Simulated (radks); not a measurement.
Task: All-electron atom: Eu4+ in [Xe] 4f3 6s2 (not the ground configuration). Method: scalar-relativistic Kohn-Sham, Wu-Cohen GGA, spin-polarised, spherical densities, finite nucleus; open shells are filled with parallel spins first (spin-orbit coupling, left out, can overturn this in heavy ions); Fermi nuclear charge, rms radius 5.1115 fm; computed with a radial shooting solver on a logarithmic mesh with Libxc functionals. Some entries of the table are withheld. Estimate them.

orbital  occ.  eigenvalue (eV)  <r> (bohr)
1s down     1        -48435.73     0.02232
1s up       1        -48435.73     0.02232
2s up       1        -8022.441     0.09515
2s down     1        -8022.408     0.09515
2p up       3        -7157.812     0.08391
2p down     3        -7157.789     0.08391
3s up       1        -1833.579      0.2497
3s down     1        -1832.196      0.2496
3p up       3        -1564.435      0.2482
3p down     3        -1563.064      0.2481
3d up       5        -1203.690      0.2262
3d down     5        -1202.627      0.2260
4s up       1        -429.6702      0.5612
4s down     1        -426.5318      0.5613
4p up       3        -340.1118      0.5918
4p down     3        -337.0222      0.5921
4d up       5        -215.0663      0.6369
4d down     5        -212.0622      0.6378
5s up       1        -104.7049       1.257
5s down     1        -103.3948       1.265
5p up       3         -79.4449       1.406
5p down     3         -78.4472       1.416
4f up       3         -78.1669      0.7471
4f down     0         -75.3634      0.7544
6s up       1              (1)       2.680
6s down     1              (2)       2.693

Result: 
(1) 6s up eigenvalue (eV): -36.8683
(2) 6s down eigenvalue (eV): -36.6474
